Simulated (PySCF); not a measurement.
Al, charge -1, triplet (in this run its highest filled SCF level lies above zero, so its values depend strongly on the basis, on diffuse functions most of all). Base run: PySCF with BLYP/STO-3G.

Here is a job for PySCF.
```python
from pyscf import gto, scf, dft

mol = gto.M(
    atom='''
Al    0.000000    0.000000    0.000000
''',
    basis='sto-3g',
    charge=-1,
    spin=2,
    verbose=4,
)

mf = dft.UKS(mol)
mf.xc = 'blyp'
mf.kernel()
mf.analyze()
```

The base run was repeated with changes; each row names its change, and settings that it needs were set with it.

```csv
change,ΔE vs base (µEh),grid points,electrons on the grid
base,0.0,19184,14.00000
"grids.atom_grid = (50, 194)",-13.9,6352,14.00000
grids.level = 5,0.0,43048,14.00000
grids.becke_scheme = stratmann,0.0,19184,14.00000
grids.level = 1,-13.9,6352,14.00000
grids.level = 4,0.0,28696,14.00000
small_rho_cutoff = 0,0.0,19184,14.00000
grids.radi_method = mura_knowles,0.0,16720,14.00000
grids.level = 2,0.8,11896,14.00000
grids.radi_method = delley,0.1,18448,14.00000
grids.prune = dft.gen_grid.treutler_prune,-0.5,18424,14.00000
```

Open shells are given as the SCF converged; they aren't shown to be the lowest states, and a large step between rows can be another state.
